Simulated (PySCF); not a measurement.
C₂H₇Cl₂NSi, SMILES Cl[SiH]([C@@H](N)C)Cl.

Coordinates come from a PBE-D3(BJ)/def2-SVP optimisation. The structure was generated by enumeration; whether it is a known compound was not checked. One conformer was computed; it need not be the lowest.

All values below come from PBE-D3(BJ)/def2-SVP (PySCF).

Frequencies are harmonic and unscaled.

Computed harmonic wavenumbers and intensities:
```
mode  ν (cm⁻¹)  IR (km/mol)   moving atoms (share of kinetic energy)
----  --------  -----------  ---------------------------------------
1           61          0.1          N 31 %, C 25 %, H 22 %, Cl 21 %
2          111          1.0  Cl 45 %, C 20 %, H 17 %, Si 10 %, N 9 %
3          136          1.4                  Cl 39 %, N 37 %, H 13 %
4          170          1.5                 Cl 63 %, Si 12 %, C 12 %
5          246          0.1                                   H 89 %
6          261          8.8                  C 32 %, H 28 %, Cl 26 %
7          313         60.9                                   H 88 %
8          353         25.3          Si 35 %, H 22 %, N 20 %, C 18 %
9          436          3.7                   C 41 %, H 33 %, N 13 %
10         487         34.5                  Cl 43 %, Si 39 %, C 9 %
11         576        105.6                  Si 56 %, Cl 33 %, H 9 %
12         616         10.6                  H 37 %, C 29 %, Si 25 %
13         770        114.2                          H 78 %, Si 12 %
14         785        136.9                          H 88 %, Si 10 %
15         796        160.1                           H 66 %, N 28 %
16         883          5.1                    H 57 %, C 32 %, N 9 %
17         948         14.0                           H 81 %, C 17 %
18        1054          5.4                           H 51 %, C 46 %
19        1064         10.3                   H 67 %, C 23 %, N 10 %
20        1152          4.0                   C 53 %, H 31 %, N 16 %
21        1241          1.1                           H 68 %, C 30 %
22        1319          1.9                           H 78 %, C 16 %
23        1334          5.5                           H 79 %, C 20 %
24        1411          8.3                                   H 97 %
25        1419          2.9                                   H 95 %
26        1579         23.2                                   H 92 %
27        2189        101.7                                   H 97 %
28        2951         16.9                                   H 93 %
29        2951         17.6                                   H 97 %
30        3040         17.4                            H 91 %, C 9 %
31        3049         14.8                            H 91 %, C 9 %
32        3393          2.2                                   H 96 %
33        3476          2.2                            H 92 %, N 8 %
```
